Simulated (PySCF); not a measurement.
# One molecule, several mistakes: BH7NSi2

These are calculations, not measurements. The program is PySCF 2.14.0, an open-source quantum chemistry code, run on an isolated molecule that a program drew, which may never have been made. The molecule is BH7NSi2 (charge 0, doublet), drawn as the SMILES string `BN[SiH][SiH3]`.

Each row is a Hartree-Fock (HF) and frozen-core CCSD(T) single point in the cc-pV(D+d)Z basis, meant for a local HF minimum. Run 1 is clean. Each other run has one planted mistake out of seven kinds, and not every kind appears here: one electron removed, one electron added, multiplicity raised by two, geometry at a saddle point, minimal basis STO-3G, one bond length entered in bohr, all coordinates scaled. The reference is restricted for singlets and unrestricted otherwise, and also for a bond in bohr. Adding or removing an electron swaps singlet and doublet. Electrons count all cores. HOMO and LUMO are orbital energies over both spins, the gradient is its largest component, and the lowest frequency (negative if imaginary) is given only where the gradient is small. Bond lengths are over the 10 bonds as drawn. T1 is the CCSD diagnostic: over 0.02 (restricted) or 0.045 (unrestricted) a single reference is doubtful.

Geometry of the clean run:
```xyz
11
BH7NSi2, angstrom
B    -1.2506    1.3370    0.2658
N    -0.2506    0.4469   -0.1700
Si    0.0916   -0.0918   -1.8045
Si    0.3430   -2.4403   -1.9318
H    -1.3229    1.6245    1.4310
H    -2.0227    1.7996   -0.5291
H     0.3700    0.1086    0.5435
H    -0.9928    0.4208   -2.6734
H    -0.9056   -3.1696   -1.5971
H     1.3992   -2.8623   -0.9786
H     0.7621   -2.8098   -3.3047
```

```
run,electrons,basis functions,<S^2>,HOMO (eV),LUMO (eV),gradient (hartree/bohr),lowest frequency (cm^-1),mean bond (Å),longest bond (Å),T1,HF (hartree),CCSD(T) (hartree),mistake
1,47,109,0.758,-8.29,1.32,1.9e-05,65,1.4867,2.365,0.0159,-661.09892,-661.61577,no fault
2,47,35,0.752,-5.66,5.78,3.9e-02,-,1.4867,2.365,0.0175,-653.41389,-653.63478,minimal basis STO-3G
3,48,109,0.000,-0.65,7.81,6.0e-02,-,1.4867,2.365,0.0187,-661.08367,-661.63890,one electron added
4,47,109,0.758,-8.14,1.52,4.1e-02,-,1.4124,2.247,0.0149,-661.07117,-661.58215,all coordinates scaled
5,46,109,0.000,-16.71,-6.23,6.1e-02,-,1.4867,2.365,0.0174,-660.83115,-661.34182,one electron removed
6,47,109,1.520,-8.46,1.22,2.1e-02,-,1.5760,2.365,0.0538,-660.96157,-661.47589,?
```

**Which mistake was planted in run 6, and what did it cost?**

The mean bond changes by a factor of 1.060 and the longest by 1.000, so the molecule wasn't scaled as a whole. A length L in bohr read as angstrom grows by (1/0.5292 - 1) L = 0.890 L. The 10 bonds together grew by 10 x 0.0893 = 0.893 Å, which gives L = 1.004 Å. That is bond N2-H7, 1.004 Å in the clean geometry. So the mistake is: one bond length entered in bohr. Subtracting run 1 and multiplying by 627.51 kcal/mol a hartree, the energy moved by 86.2 kcal/mol in HF and 87.8 kcal/mol in CCSD(T).

Cautions from the logs. Run 6: T1 is over the limit, so its CCSD(T) energy is less reliable.
